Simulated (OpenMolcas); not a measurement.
# Ar III: the spin-orbit constant, worked from levels

| Quantity | Value |
| --- | --- |
| Program | OpenMolcas |
| Basis | ANO-RCC-VQZP [6s5p3d2f1g] |
| Scalar Hamiltonian | DKH2, point nucleus |
| Active space | 6 electrons in 8 orbitals (3s 3p 4s 4p) |
| State averaging | 2S+1 = 3 even, 3 roots; 2S+1 = 1 even, 6 roots; 2S+1 = 3 odd, 3 roots; 2S+1 = 1 odd, 3 roots |
| Spin-orbit coupling | state interaction with AMFI integrals over the reference wave functions, term energies averaged over their components |

Methods: CASSCF; SS-CASPT2, IPEA 0.25 Eh, imaginary shift 0.1 Eh (closed shells correlated: 2s 2p). Measured levels: Saloman, J. Phys. Chem. Ref. Data 39, 033101 (2010).

**The spin-orbit constant.** For the Hund term ³P of p4, E(J) = (A/2) J(J+1) + constant and ζ = -2S·A = -2A. From J = 0 to J = 2 the energy changes by 3 A.

```
   Source  E(2) - E(0)       A     ζ
   CASSCF      -1452.6  -484.2   968
SS-CASPT2      -1463.4  -487.8   976
 measured      -1570.2  -523.4  1047
```

All in cm-1. SS-CASPT2 is off by -6.8 % and CASSCF by -7.5 %. Both methods take the spin-orbit matrix elements from the reference wave functions, so the second can move ζ only through the term energies and any multistate remixing. Second-order mixing with other terms is absorbed into this ζ.

Over all roots computed the reference weight is 0.86 to 0.96 in SS-CASPT2; the roots of lowest weight are the least certain, and an intruder state may touch them. Active for correlation alone: 4p 4s; no level in the range computed is led by a configuration that fills them, so any true level of that kind is missing. Measured partners are found by configuration, term and J. A level has none where our copy of the source lacks it or the pairing is in doubt (some pairs that miss far off the trend of their configuration count as doubtful), and it then counts in no deviation. Levels of configurations outside the active space are missing.
